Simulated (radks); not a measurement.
Values are calculated unless marked as measured or tabulated.
Task: Neutral zinc, configuration [Ar] 3d10 4s2. Level of theory: non-relativistic Kohn-Sham, PBE, spin-polarised, spherical densities, point nucleus (a radial shooting solver on a logarithmic mesh with Libxc functionals). Some entries of the table are withheld. Estimate them.

orbital  occ.  eigenvalue (eV)  r(max) (bohr)
1s          2              (1)        0.03371
2s          2        -1132.170            (2)
2p          6              (3)         0.1535
3s          2        -125.0265         0.5968
3p          6         -82.3715            (4)
3d         10         -10.5666         0.5650
4s          2          -5.8255            (5)

Result: 
(1) 1s eigenvalue (eV): -9405.147
(2) 2s r(max) (bohr): 0.1925
(3) 2p eigenvalue (eV): -997.8342
(4) 3p r(max) (bohr): 0.5959
(5) 4s r(max) (bohr): 2.131
